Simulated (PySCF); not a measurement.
In⁺ (indium, charge +1): UHF calculation

Configuration: [Kr] 4d10 5s2, closed-shell 1S. Computed with PySCF 2.14 in def2-QZVPPD with the def2 core potential (28 electrons), with a scalar-relativistic core potential.

```
Total energy             : -189.018876 hartree
One-electron energy      : -329.2718 hartree
Hartree (Coulomb) energy : 155.8931 hartree
Exchange energy          : -15.6402 hartree
⟨S²⟩                     : 0.0000
⟨L²⟩                     : 0.000
Sum of ⟨r⟩               : 24.29 bohr
Sum of ⟨r²⟩              : 38.86 bohr²
```

| shell | electrons | mean orbital energy (eV) | rms radius, mean of both spins (bohr) |
| --- | --- | --- | --- |
| 4s | 2 | -153.62 | 0.912 |
| 4p | 6 | -106.06 | 0.996 |
| 4d | 10 | -34.879 | 1.27 |
| 5s | 2 | -17.281 | 2.76 |

Energies and moments cover only the electrons outside the core potential.
